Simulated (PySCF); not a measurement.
PySCF input file for C6H6S2, SMILES c1cc(S)ccc1S, SMD-B3LYP/6-31G*. Geometry: PBE0-D3(BJ)/def2-SVP. One conformer was computed; it need not be the lowest.

```python
import numpy as np
from pyscf import gto, scf, dft
from pyscf.solvent import smd

mol = gto.M(
    atom='''
    S    -3.17409650   -0.00105427    0.08115712
    C    -1.40984082    0.00024864   -0.00302880
    C    -0.69577096   -0.00026850   -1.20525505
    C     0.69577096    0.00026850   -1.20525505
    C     1.40984082   -0.00024864   -0.00302879
    S     3.17409650    0.00105426    0.08115712
    C     0.69435840   -0.00037750    1.20123841
    C    -0.69435840    0.00037750    1.20123841
    H    -3.39400347    0.01503865   -1.24921679
    H    -1.22602378   -0.00106225   -2.16081322
    H     1.22602378    0.00106226   -2.16081321
    H     3.39400347   -0.01503865   -1.24921679
    H     1.23003394   -0.00101423    2.15378870
    H    -1.23003394    0.00101424    2.15378870
    ''',
    basis='6-31G*',
    charge=0,
    spin=0,
    max_memory=1600,
    verbose=3,
)
mf = dft.RKS(mol, xc='b3lyp').density_fit(auxbasis='def2-universal-jkfit')
mf.grids.level = 3
mf.conv_tol = 1e-9
mf.max_cycle = 100
mf.kernel()
res = {}
for name in ['water', 'cyclohexanone', 'tetrahydrofuran']:
    s = mf.SMD()
    s.with_solvent.solvent, s.with_solvent.sasa_ng = name, 194
    s.kernel(mf.make_rdm1())
    res[name] = (s.e_tot, s.with_solvent.get_cds(), s.dip_moment(), s.mo_energy, s.converged)
    print(f'SMD {name}: dG(solv) = {(s.e_tot - mf.e_tot) * 627.509474:.3f} kcal/mol, of which CDS {res[name][1] * 627.509474:.3f}')
```

Program output:

```
converged SCF energy = -1028.60780712003
converged SCF energy = -1028.61409934986
Dipole moment(X, Y, Z, Debye): -0.00000,  0.00000, -2.53503
SMD water: dG(solv) = -3.948 kcal/mol, of which CDS 2.590
converged SCF energy = -1028.62124101048
Dipole moment(X, Y, Z, Debye): -0.00000,  0.00000, -2.45037
SMD cyclohexanone: dG(solv) = -8.430 kcal/mol, of which CDS -2.522
converged SCF energy = -1028.62098071159
Dipole moment(X, Y, Z, Debye): -0.00000,  0.00000, -2.34934
SMD tetrahydrofuran: dG(solv) = -8.267 kcal/mol, of which CDS -3.134
```

The calculation finished and met its thresholds.
